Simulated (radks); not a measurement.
Values are calculated unless marked as measured or tabulated.
Question: Ni3+, 25 electrons, occupied as [Ar] 3d4 4s2 4p1 (not the ground configuration). Level of theory: non-relativistic Kohn-Sham, PBE, spin-polarised, spherical densities, point nucleus; open shells are filled with parallel spins first (a radial shooting solver on a logarithmic mesh with Libxc functionals). Some entries of the table are withheld. Estimate them.

| orbital | occ. | eigenvalue (Ry) | <1/r> (bohr^-1) | <r^2> (bohr^2) |
|---|---|---|---|---|
| 1s up | 1 | -602.3608 | 27.51 | 0.004031 |
| 1s down | 1 | -602.3550 | 27.51 | 0.004031 |
| 2s up | 1 | -76.56176 | 5.944 | 0.07278 |
| 2s down | 1 | -76.32017 | 5.957 | 0.07247 |
| 2p up | 3 | -67.52059 | 5.901 | 0.05768 |
| 2p down | 3 | -67.33841 | 5.912 | 0.05737 |
| 3s up | 1 | -13.17593 | 1.965 | 0.5963 |
| 3s down | 1 | -12.73091 | 1.950 | 0.6033 |
| 3p up | 3 | (1) | 1.861 | 0.6336 |
| 3p down | 3 | (2) | 1.844 | 0.6444 |
| 3d up | 4 | -5.67575 | 1.630 | 0.7232 |
| 3d down | 0 | -5.23037 | 1.605 | 0.7581 |
| 4s up | 1 | (3) | 0.6987 | 4.098 |
| 4s down | 1 | (4) | 0.6841 | 4.258 |
| 4p up | 1 | -2.45945 | 0.6225 | (5) |
| 4p down | 0 | -2.31269 | 0.6061 | (6) |

Answer: 
(1) 3p up eigenvalue (Ry): -10.37003
(2) 3p down eigenvalue (Ry): -9.92893
(3) 4s up eigenvalue (Ry): -3.14401
(4) 4s down eigenvalue (Ry): -2.97832
(5) 4p up <r^2> (bohr^2): 5.089
(6) 4p down <r^2> (bohr^2): 5.354
